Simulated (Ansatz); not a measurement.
`O/C([SiH3])=C\Cl`, relaxed with RKS PBE-D4/def2-SVP in the Gaussian-basis code of Ansatz from a rough embedded geometry. The force threshold is 0.03 eV/Å; the program also tests the step.

Total charge 0; spin multiplicity 1.

Start:

```xyz
10

O     1.132   -0.454   -1.217
C     0.155   -0.026   -0.385
Si    0.487   -0.344    1.401
C    -1.033    0.572   -0.761
Cl   -1.290    0.908   -2.451
H     0.831   -0.180   -2.186
H    -0.718    0.127    2.230
H     1.641    0.366    1.900
H     0.586   -1.851    1.644
H    -1.791    0.883   -0.175
```

```json
{"step": "1", "energy (eV)": "-24578.0722", "largest force (eV/Å)": "4.513", "largest move (Å)": "0.000"}
{"step": "2", "energy (eV)": "-24578.4048", "largest force (eV/Å)": "0.950", "largest move (Å)": "0.101"}
{"step": "3", "energy (eV)": "-24578.4265", "largest force (eV/Å)": "0.310", "largest move (Å)": "0.142"}
{"step": "4", "energy (eV)": "-24578.4445", "largest force (eV/Å)": "0.183", "largest move (Å)": "0.086"}
{"step": "5", "energy (eV)": "-24578.4458", "largest force (eV/Å)": "0.171", "largest move (Å)": "0.008"}
{"step": "6 (rejected)", "energy (eV)": "-24578.4435", "largest force (eV/Å)": "0.174", "largest move (Å)": "0.039"}
{"step": "7", "energy (eV)": "-24578.4472", "largest force (eV/Å)": "0.024", "largest move (Å)": "0.012"}
```

End:

```xyz
10

O     1.115   -0.417   -1.235
C     0.130   -0.022   -0.389
Si    0.452   -0.372    1.443
C    -1.015    0.582   -0.800
Cl   -1.268    0.881   -2.509
H     0.820   -0.179   -2.146
H    -0.733    0.128    2.220
H     1.699    0.337    1.892
H     0.626   -1.849    1.660
H    -1.825    0.910   -0.138
```

Run time 4.5 s (4 threads of an AMD EPYC 9R45 on a shared host); peak host memory 0.18 GiB.
